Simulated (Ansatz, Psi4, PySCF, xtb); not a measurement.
Dimer: C2H6 (SMILES CC) (first 8 atoms) with CH4S (SMILES CS); geometry from B3LYP-D3(BJ)/def2-TZVP, rigid monomers moved along the line of their centres of mass till C1···H11 is 3.37 Å.
(charge 0, multiplicity 1):
```xyz
14

C     -0.5266     0.5589     0.2331
C      0.5468    -0.5232     0.1628
H     -1.2774     0.4207    -0.5472
H     -0.0961     1.5538     0.1007
H     -1.0430     0.5407     1.1945
H      0.1166    -1.5170     0.3042
H      1.3096    -0.3802     0.9314
H      1.0549    -0.5203    -0.8034
C      0.8475     0.8619     4.2477
S     -0.3092    -0.5275     4.4738
H      0.7195     1.3268     3.2727
H      0.6020     1.5895     5.0194
H      1.8787     0.5427     4.3824
H      0.1577    -1.2937     3.4754
```

```json
[
 {"level": "GFN1-xTB", "interaction energy (kcal/mol)": "-0.97", "cost": "-"},
 {"level": "GFN2-xTB", "interaction energy (kcal/mol)": "-1.26", "cost": "-"},
 {"level": "r2SCAN-D4/def2-TZVPPD", "interaction energy (kcal/mol)": "-1.27", "cost": "×1"},
 {"level": "B3LYP/3-21G (no counterpoise)", "interaction energy (kcal/mol)": "-0.58", "cost": "-"},
 {"level": "B3LYP/6-311+G** (no counterpoise)", "interaction energy (kcal/mol)": "-0.01", "cost": "-"},
 {"level": "B3LYP-D4/def2-TZVPPD", "interaction energy (kcal/mol)": "-1.31", "cost": "×2"},
 {"level": "PBE0/def2-TZVPPD", "interaction energy (kcal/mol)": "-0.47", "cost": "×1"},
 {"level": "M06-2X/6-31G* (no counterpoise)", "interaction energy (kcal/mol)": "-1.36", "cost": "-"},
 {"level": "wB97M-V/def2-TZVPPD", "interaction energy (kcal/mol)": "-1.26", "cost": "×3"},
 {"level": "MP2/6-31G* (no counterpoise)", "interaction energy (kcal/mol)": "-0.94", "cost": "-"},
 {"level": "MP2/aug-cc-pV(D+d)Z", "interaction energy (kcal/mol)": "-1.28", "cost": "-"},
 {"level": "CCSD/aug-cc-pV(D+d)Z", "interaction energy (kcal/mol)": "-1.02", "cost": "-"},
 {"level": "CCSD(T)/aug-cc-pV(D+d)Z", "interaction energy (kcal/mol)": "-1.23", "cost": "×40"},
 {"level": "SAPT0/jun-cc-pV(D+d)Z", "interaction energy (kcal/mol)": "-0.86", "cost": "-"}
]
```

The rows run from -1.36 (M06-2X/6-31G* (no counterpoise)) to -0.01 kcal/mol (B3LYP/6-311+G** (no counterpoise)). In aug-cc-pV(D+d)Z the value moves MP2 -1.28, CCSD -1.02, CCSD(T) -1.23, a shift of 0.05 from MP2 to CCSD(T).

Monomers are frozen at their geometry in the pair; levels with a basis set take the counterpoise correction. Rows marked so take none.

Frozen-core correlation. Rows in 3-21G, 6-311+G**, 6-31G* carry no dispersion term and start afresh at each structure (6-31G* with six Cartesian d functions). MP2/6-31G* freezes PySCF's default core.

Codes used: Ansatz (Gaussian orbitals); Psi4 for SAPT; PySCF for 3-21G rows, 6-311+G** rows, 6-31G* rows, the dispersion terms; xtb for the GFN methods. Each number belongs to the level named beside it.

Costs are rough ratios of core time to PBE/def2-TZVPPD (about 18 s over the structures, on one shared machine); a dash marks a level with no comparable run of its own.

Ansatz is a quantum-chemistry and plane-wave program.
